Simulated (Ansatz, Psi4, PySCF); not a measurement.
acetylene (C$_{2}$H$_{2}$), singlet, at a GFN2-xTB geometry. Base run: PySCF with PBE0/cc-pVTZ.

Here is a job for PySCF.
```python
from pyscf import gto, scf, dft

mol = gto.Mole()
mol.atom = '''
    C    -0.000000   -0.000000   -0.596862
    C     0.000000    0.000000    0.596862
    H     0.000000    0.000000    1.646575
    H    -0.000000   -0.000000   -1.646575
'''
mol.basis = 'cc-pvtz'
mol.charge = 0
mol.spin = 0
mol.verbose = 4
mol.build()

mf = dft.RKS(mol)
mf.xc = 'pbe0'
mf.kernel()
```

The same geometry, method and basis name were run in Ansatz (an electronic-structure program) and Psi4 and PySCF, at each program's defaults and at the settings that a row names. The base is PySCF at its defaults. Differences at the defaults can come from grids, fitting, cores and function types together.

```csv
code and settings,ΔE vs base (µEh),basis functions,E (Eh),SCF cycles
"PySCF, defaults (exact integrals, its default grid, spherical functions)",0.0,88,-77.25453,7
"Psi4, defaults (density fitting with its default set, its default grid, spherical functions)",12.2,88,-77.25452,6
"Ansatz, defaults (factorised integrals, its default grid, spherical functions)",2.0,88,-77.25453,-
"PySCF, density fitting with def2-universal-jkfit",-21.3,88,-77.25455,7
"PySCF, fine grid",-0.2,88,-77.25453,7
"Psi4, exact integrals, spherical functions, fine grid",-0.2,88,-77.25453,8
"Ansatz, high accuracy",-0.2,88,-77.25453,-
```
